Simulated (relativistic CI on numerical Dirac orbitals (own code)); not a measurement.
**What each ingredient does to the levels of Sn⁴⁶⁺**

Base calculation: Dirac-Coulomb-Breit CI, KLI orbitals optimised for each configuration, a model potential for QED, unscaled Slater integrals.

Configurations in the expansion (outside the closed core 1s2): 2s², 2s2p, 2p², 2p3s, 2p3p, 2s3s, 2s3p, 2s3d, 2s4s, 2s4p, 2s4d, 2s4f, 3s², 3s3p, 3p². Levels of other configurations are missing.

The lowest level and the first level of each name with at least 55 % of one term (blank where a level has no safe partner in the second run):

| Level | Base (eV) | Shift (eV) |
| --- | --- | --- |
| 2s² ¹S0 | 0.00 | 0.00 |
| 2s2p ³P°0 | 94.17 | +0.04 |
| 2s2p ³P°1 | 114.74 | +0.04 |
| 2p² ³P0 | 272.87 | +0.23 |
| 2s2p ³P°2 | 355.28 | +0.04 |
| 2s2p ¹P°1 | 415.46 | +0.04 |
| 2p² ³P1 | 507.87 | +0.20 |
| 2p² ¹D2 | 522.70 | +0.20 |
| 2p² ³P2 | 777.68 | +0.16 |
| 2p² ¹S0 | 823.34 | +0.15 |
| 2s3s ³S1 | 4571.02 | 0.00 |
| 2s3s ¹S0 | 4590.45 | -0.03 |
| 2s3p ³P°0 | 4617.31 | -0.02 |
| 2s3p ³P°1 | 4618.20 | -0.02 |

At this charge energies of transitions that change n are usually good to better than 1 %, and those within a shell (Δn = 0) to a few per cent.

One thing was changed in a second run, which moved the levels as shown. Which?
A. one mean potential for all configurations
B. QED terms removed
C. Breit term removed
D. configuration mixing switched off

A. One mean potential for all configurations. One potential for all configurations removes the relaxation of the orbitals, which moves whole configurations and changes the integrals a little.

LS names give the leading component of a level, which can be under half, so a name can repeat, a term be missing and a line seem to break the LS rules.
